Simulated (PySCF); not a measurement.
CuF + HF → CuH + F₂

Level: PBE0 in the def2-TZVP basis family, all electrons, no relativity, computed in PySCF with density fitting; open shells unrestricted.

| species | state and structure | E (Eh) | ZPE (kJ/mol) | H(298 K) − H(0) (kJ/mol) | S° (J/(mol K)) |
| --- | --- | --- | --- | --- | --- |
| CuF | singlet, C∞v, Cu–F 1.765 Å | -1740.06194 | 3.6 | 9.1 | 226.6 |
| HF | singlet, C∞v, H–F 0.920 Å | -100.39188 | 24.9 | 8.7 | 173.6 |
| CuH | singlet, C∞v, Cu–H 1.485 Å | -1640.83826 | 11.1 | 8.7 | 196.4 |
| F₂ | singlet, D∞h, F–F 1.376 Å | -199.40856 | 6.6 | 8.7 | 201.9 |

What is the electronic reaction energy?

At PBE0/def2-TZVP, ΔE = 543.5 kJ/mol from the differences of the total energies times 2625.5, uphill. 

Add zero-point, thermal and entropy terms for 298.15 K and 1 bar.

ΔZPE = -10.8 and Δ[H(298) − H(0)] = -0.4 kJ/mol give ΔH° = 532.3 kJ/mol. ΔS° = -1.9 J/(mol K), so ΔG° = 532.3 − 298.15 × (-0.0019) = 533 kJ/mol.

The structures come from searches over a few start shapes, so lower isomers are not excluded.
